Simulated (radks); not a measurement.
Values are calculated unless marked as measured or tabulated.
Task: Neutral rhenium, [Xe] 4f14 5d5 6s2. Level of theory: non-relativistic Kohn-Sham, PBE, spin-polarised, spherical densities, point nucleus (a radial shooting solver on a logarithmic mesh with Libxc functionals). Every spin shell is full or empty, so the densities are truly spherical. Functionals are evaluated on that one density, not self-consistently. Rank these orbital-free kinetic functionals by their error against the exact value of the orbitals, and give that value: Thomas-Fermi, von Weizsacker, revAPBEK, Perdew 92, Pearson, LKT, PG1, DePristo-Kress, Ernzerhof.

Result: Exact: 15784.2 hartree. From best to worst, with 100 (|E| - |E exact|)/|E exact| (equal figures are ties): revAPBEK +0.16, DePristo-Kress -0.23, Ernzerhof -0.51, Perdew 92 -0.72, Pearson -0.89, Thomas-Fermi -4.75, PG1 +12.70, LKT +16.29, von Weizsacker -63.79.
